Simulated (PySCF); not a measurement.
Structure problem from calculated spectra and properties.

Formula: C5H7BO2.

* Triplet: lowest triplet excitation (Tamm–Dancoff): 3.25 eV [TDA wB97X-D/def2-SVPD]
* Rotational structure: rotational constants A, B, C: 3.712, 1.093, 0.870 GHz [PBE0-D3(BJ)/def2-SVP]
* UV, strongest line: among the 10 lowest singlet transitions: S2 at 5.20 eV (238 nm, f = 0.260) [TDDFT wB97X-D/def2-SVPD]
* Polarisability: 85.4 au [wB97X-D/def2-SVPD]
* 1H NMR: chemical shifts (computed TMS as zero) by class: 6.13 (1 H), 5.80 (1 H), 3.87 (2 H), 2.10 (3 H) ppm [GIAO PBE0/pcSseg-1]
* 13C NMR: chemical shifts (computed TMS as zero) by class: 141.2 (1 C), 138.3 (1 C), 101.0 (1 C), 85.0 (1 C), 6.0 (1 C) ppm [GIAO PBE0/pcSseg-1]
* NMR, other nuclei: isotropic shieldings of nuclei other than C and H, by class: 75 (1 B), 218 (2 O) ppm [GIAO PBE0/pcSseg-1]
* Dipole: 0.94 D [wB97X-D/def2-SVPD]
* Valence photoelectron: vertical ionisation energy: 8.72 eV [ΔSCF wB97X-D/def2-SVPD]

The electronic properties come from PySCF, for the isolated species, density fitting. Levels stand in brackets. Geometry: PBE0-D3(BJ)/def2-SVP, one conformer, isolated molecule. Each NMR value is the plain mean over a class of atoms that symmetry, rotation or inversion makes alike.

Question: Give a SMILES that accounts for the data.

Answer: Numbering: `[CH2:1]=[C:2]([C:3]#[C:4][CH3:5])[B:6]([OH:7])[OH:8]`. 5 carbons fall into 5 classes; from least to most shielded: terminal =CH2 carbon [C1] (141.2 ppm), fully substituted alkene carbon [C2] (138.3 ppm), alkyne carbon [C4] (101.0 ppm), alkyne carbon [C3] (85.0 ppm), propargylic carbon [C5] (6.0 ppm). Hydrogen classes from least to most shielded: 1 H on a terminal =CH2 carbon, C1 (6.13 ppm), 1 H on a terminal =CH2 carbon, C1 (5.80 ppm), 2 H on 2 boron-bound oxygens, O7/O8 (3.87 ppm), 3 H on a propargylic carbon, C5 (2.10 ppm). The other shieldings belong to: 75 ppm, three-coordinate boron [B6]; 218 ppm, boron-bound oxygen [O7/O8]. The first electron is taken from the HOMO, whose largest Löwdin shares are 0.26 on an alkyne carbon, 0.24 on an alkyne carbon, 0.21 on the terminal =CH2 carbon and 0.14 on the fully substituted alkene carbon. The optimised geometry has point group C1 and is an asymmetric top. Structure: `C=C(C#CC)B(O)O`. Computed isomers that give other values at the same levels: `C=CC1=[O+][BH2-]OC=C1` (13C chemical shifts (computed TMS as zero) by class: 185.6 (1 C), 182.5 (1 C), 143.5 (1 C), 139.0 (1 C), 101.0 (1 C) ppm); `CC#CB1OCCO1` (13C chemical shifts (computed TMS as zero) by class: 106.0 (1 C), 81.5 (1 C), 67.9 (2 C), 5.5 (1 C) ppm); `C#C/C(C)=C/B(O)O` (13C chemical shifts (computed TMS as zero) by class: 152.7 (1 C), 135.9 (1 C), 90.2 (1 C), 89.2 (1 C), 23.6 (1 C) ppm). The assignments are read from this structure; whether some other isomer fits the data as well wasn't checked.

Shape of the structure used: `[CH2:1]=[C:2]([C:3]#[C:4][CH3:5])[B:6]([OH:7])[OH:8]`: C1–C2–B6–O7 -153°, H–O7–B6–C2 180°, H–O8–B6–C2 6°.
